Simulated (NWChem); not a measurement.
Everything below was run with NWChem. System: diphosphane (H₄P₂), charge 0, spin multiplicity 1, at a geometry optimised with B3LYP/def2-SVP. Level: PBE/def2-TZVP.

Output (cleaned and shortened):

```
             Northwest Computational Chemistry Package (NWChem) 7.3.0
             --------------------------------------------------------

                                NWChem Input Module
                                -------------------

 Scaling coordinates for geometry "geometry" by  1.889725989
 (inverse scale =  0.529177249)

 Turning off AUTOSYM since
 SYMMETRY directive was detected!

                             Geometry "geometry" -> ""
                             -------------------------

 Output coordinates in angstroms (scale by  1.889725989 to convert to a.u.)

  No.       Tag          Charge          X              Y              Z
 ---- ---------------- ---------- -------------- -------------- --------------
    1 P                   15.0000     1.00855700     0.52169300     0.00000000
    2 P                   15.0000    -1.00855700    -0.52169300     0.00000000
    3 H                    1.0000     1.54085000    -0.31632700     1.03127100
    4 H                    1.0000     1.54085000    -0.31632700    -1.03127100
    5 H                    1.0000    -1.54085000     0.31632700     1.03127100
    6 H                    1.0000    -1.54085000     0.31632700    -1.03127100

 Effective nuclear repulsion energy (a.u.)      87.2530186939

            Nuclear Dipole moment (a.u.)
            ----------------------------
        X                 Y               Z
 ---------------- ---------------- ----------------
     0.0000000000     0.0000000000     0.0000000000

      Symmetry information
      --------------------

 Group name             C2h
 Group number             21
 Group order               4
 No. of unique centers     2

      Symmetry unique atoms

     1    3


 Summary of "ao basis" -> "" (spherical)
 ------------------------------------------------------------------------------
       Tag                 Description            Shells   Functions and Types
 ---------------- ------------------------------  ------  ---------------------
 *                         def2-tzvp                  on all atoms

  pbe96 is a nonlocal functional; adding pw91lda local functional.

                                 NWChem DFT Module
                                 -----------------

 Summary of "ao basis" -> "ao basis" (spherical)
 ------------------------------------------------------------------------------
       Tag                 Description            Shells   Functions and Types
[...]
 Vector   16  Occ=2.000000D+00  E=-2.904696D-01  Symmetry=bu
              MO Center= -4.2D-15, -1.5D-15,  4.8D-15, r^2= 3.1D+00
   Bfn.  Coefficient  Atom+Function         Bfn.  Coefficient  Atom+Function
  ----- ------------  ---------------      ----- ------------  ---------------
    16      0.256902  1 P  py                53      0.256902  2 P  py
     4      0.253619  1 P  s                 41     -0.253619  2 P  s
     5      0.218147  1 P  s                 42     -0.218147  2 P  s
    19      0.159875  1 P  py                56      0.159875  2 P  py
     3     -0.155348  1 P  s                 40      0.155348  2 P  s

 Vector   17  Occ=2.000000D+00  E=-2.158461D-01  Symmetry=ag
              MO Center= -4.2D-15, -1.1D-15, -2.5D-15, r^2= 3.9D+00
   Bfn.  Coefficient  Atom+Function         Bfn.  Coefficient  Atom+Function
  ----- ------------  ---------------      ----- ------------  ---------------
    16      0.296244  1 P  py                53     -0.296244  2 P  py
     5      0.263483  1 P  s                 42      0.263483  2 P  s
    19      0.235299  1 P  py                56     -0.235299  2 P  py
     4      0.192877  1 P  s                 41      0.192877  2 P  s
    13      0.135934  1 P  py                50     -0.135934  2 P  py

 Vector   18  Occ=0.000000D+00  E=-4.505290D-02  Symmetry=bu
              MO Center=  1.0D-15,  2.3D-16,  8.2D-17, r^2= 4.9D+00
   Bfn.  Coefficient  Atom+Function         Bfn.  Coefficient  Atom+Function
  ----- ------------  ---------------      ----- ------------  ---------------
    18      0.727606  1 P  px                55      0.727606  2 P  px
     5     -0.555256  1 P  s                 42      0.555256  2 P  s
    15      0.348386  1 P  px                52      0.348386  2 P  px
    19      0.275280  1 P  py                56      0.275280  2 P  py
    12      0.133486  1 P  px                49      0.133486  2 P  px

 Vector   19  Occ=0.000000D+00  E=-1.637387D-02  Symmetry=bg
              MO Center= -4.8D-13, -2.3D-13, -2.5D-15, r^2= 4.7D+00
   Bfn.  Coefficient  Atom+Function         Bfn.  Coefficient  Atom+Function
  ----- ------------  ---------------      ----- ------------  ---------------
    20      0.816782  1 P  pz                57     -0.816782  2 P  pz
    77     -0.617668  3 H  s                 83      0.617668  4 H  s
    89      0.617668  5 H  s                 95     -0.617668  6 H  s
    17      0.220594  1 P  pz                54     -0.220594  2 P  pz
    14      0.119591  1 P  pz                51     -0.119591  2 P  pz

 Vector   20  Occ=0.000000D+00  E=-1.448858D-02  Symmetry=ag
              MO Center= -9.0D-14, -2.9D-14, -1.8D-14, r^2= 5.8D+00
   Bfn.  Coefficient  Atom+Function         Bfn.  Coefficient  Atom+Function
  ----- ------------  ---------------      ----- ------------  ---------------
     5      0.890116  1 P  s                 42      0.890116  2 P  s
    77     -0.738759  3 H  s                 83     -0.738759  4 H  s
    89     -0.738759  5 H  s                 95     -0.738759  6 H  s
    19     -0.594270  1 P  py                56      0.594270  2 P  py
    18      0.469632  1 P  px                55     -0.469632  2 P  px

 center of mass
 --------------
 x =   0.00000000 y =   0.00000000 z =   0.00000000

 moments of inertia (a.u.)
 ------------------
          76.958614002244        -109.378926250804           0.000000000000
        -109.378926250804         274.510504100439           0.000000000000
           0.000000000000           0.000000000000         320.848186718289

     Multipole analysis of the density
     ---------------------------------

     L   x y z        total         alpha         beta         nuclear
     -   - - -        -----         -----         ----         -------
     0   0 0 0     -0.000000    -17.000000    -17.000000     34.000000

     1   1 0 0      0.000000      0.000000      0.000000      0.000000
     1   0 1 0      0.000000      0.000000      0.000000      0.000000
     1   0 0 1     -0.000000     -0.000000     -0.000000      0.000000

     2   2 0 0    -21.092611    -81.989896    -81.989896    142.887181
     2   1 1 0     -1.508165    -25.457034    -25.457034     49.405903
     2   1 0 1     -0.000000     -0.000000     -0.000000      0.000000
     2   0 2 0    -24.038226    -27.312479    -27.312479     30.586732
     2   0 1 1     -0.000000     -0.000000     -0.000000      0.000000
     2   0 0 2    -20.352702    -17.772147    -17.772147     15.191591

 Task  times  cpu:        2.4s     wall:        2.4s

 Total times  cpu:        2.4s     wall:        2.4s
```

**Question.** Write an NWChem input that would produce this output.

**Answer.** This is not unique; one that fits is 
```
start mol
memory heap 200 mb stack 900 mb global 1100 mb
geometry units angstroms nocenter noautoz
  P      1.008557     0.521693     0.000000
  P     -1.008557    -0.521693     0.000000
  H      1.540850    -0.316327     1.031271
  H      1.540850    -0.316327    -1.031271
  H     -1.540850     0.316327     1.031271
  H     -1.540850     0.316327    -1.031271
  symmetry group C2h
end
basis spherical
  * library def2-tzvp
end
dft
  xc xpbe96 cpbe96
  semidirect memsize 60000000 filesize 0
  iterations 100
end
task dft energy
```
